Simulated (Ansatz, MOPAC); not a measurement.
Gas-phase reaction in SMILES: O=c1[c-]c1 → C(#C)[C-]=O

Wanted: isomerisation energy (enthalpy at 298 K), in kcal/mol. Set-up: no dispersion term unless named; non-relativistic; spin-orbit terms left out; PM7 with its own dispersion and hydrogen-bond terms. Ab initio and DFT rows: single points at B3LYP-D3(BJ) geometries (Ansatz, an electronic-structure program), with unscaled harmonic terms from B3LYP/6-31G* (Ansatz) at its own minima. Semi-empirical rows: MOPAC heats of formation at their own minima for 298 K. Sets without +, aug- or the D of def2-TZVPD hold no diffuse functions, which anions need. The Hartree-Fock reference of C#C[C-]=O is unstable towards a lower, spin-broken solution.

```tsv
species	coefficient	E at HF/STO-3G (Ansatz), Eh	E at B3LYP/def2-TZVPD (Ansatz), Eh	H(298 K) - E, kcal/mol	heat of formation at PM7 (MOPAC), kcal/mol
O=c1[c-]c1	-1	-186.30980	-190.13129	18.46	44.99
C#C[C-]=O	+1	-186.28724	-190.12528	17.53	27.10
```

 1 Eh = 627.5095 kcal/mol.

Compute it at each level from the table.


- HF/STO-3G: the sum of coefficient times E is 0.02256 Eh, or 14.16 kcal/mol; the thermal terms add -0.93. Result: 13.2 kcal/mol.
- B3LYP/def2-TZVPD: the sum of coefficient times E is 0.00601 Eh, or 3.77 kcal/mol; the thermal terms add -0.93. Result: 2.8 kcal/mol.
- PM7: the sum of coefficient times heat of formation is -17.89 kcal/mol; it needs no thermal term.
